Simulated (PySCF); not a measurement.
Bond length, frequency and bond energy of AgS by level of theory

State: ²Π (doublet), unpaired electrons π ↑. Set-up: Ag x2c-TZVPPall, S x2c-TZVPPall; spin-free X2C with a Gaussian nucleus (PySCF 2.14). De refers to Ag (4d10 5s1) + S in their high-spin ground configurations, without counterpoise correction. The functionals are run spin-unrestricted. A positive dipole means Ag(−)S(+).

```tsv
Level	Re (Å)	ωe (cm⁻¹)	De (eV)	μ (D)
UHF	2.414	302	n/a	-6.41
UHF-MP2	2.261	345	n/a	n/a
UHF-SCS-MP2	2.294	332	n/a	n/a
UHF-CCSD	2.318	323	1.94	n/a
UHF-CCSD(T)	2.304	325	2.08	n/a
LDA	2.211	368	3.08	-3.45
PBE	2.279	329	2.46	-3.71
PBEsol	2.242	349	2.71	-3.65
r²SCAN	2.274	334	2.43	-4.18
PBE0	2.295	328	2.26	-4.45
MN15	2.281	337	2.35	-4.55
M06-2X	2.361	305	2.16	-5.05
ωB97X	2.304	336	2.43	-5.02
```

(1) Which functional lies closest to UHF-CCSD(T) in De, which farthest, and by how much do they differ from it?

(2) What does the step from GGA to meta-GGA do here, going from PBE to r²SCAN?

(3) What does the gradient correction do here, going from LDA to PBE?

Correlated steps freeze 19 core orbitals. These are scalar-relativistic numbers at best; spin–orbit coupling would shift them, the dissociation energy most. With d or f electrons several states lie close, and the lowest PBE0 determinant need not be the measured ground state.

The whole job (state search and all levels along the bond) took about 38 min on 2 threads of Arm Neoverse V1 (shared host), peak memory 6.7 GiB.

Answers

(1) Closest is M06-2X (+5.7 pm in Re, -6.2 % in ωe, +0.08 eV in De against UHF-CCSD(T) in the same basis), farthest LDA (-9.3 pm in Re, +13.2 % in ωe, +1.00 eV in De). CCSD(T) converges more slowly with the basis than the functionals do and binds too weakly in this one, so the order can change at the basis-set limit.

(2) r²SCAN less PBE: -0.5 pm in Re, +1.5 % in ωe, -0.03 eV in De. 

(3) PBE less LDA: +6.8 pm in Re, -10.6 % in ωe, -0.62 eV in De. The gradient correction favours the more uneven density of free atoms, so it tends to lengthen bonds and takes away much of the overbinding of LDA; so it does here.
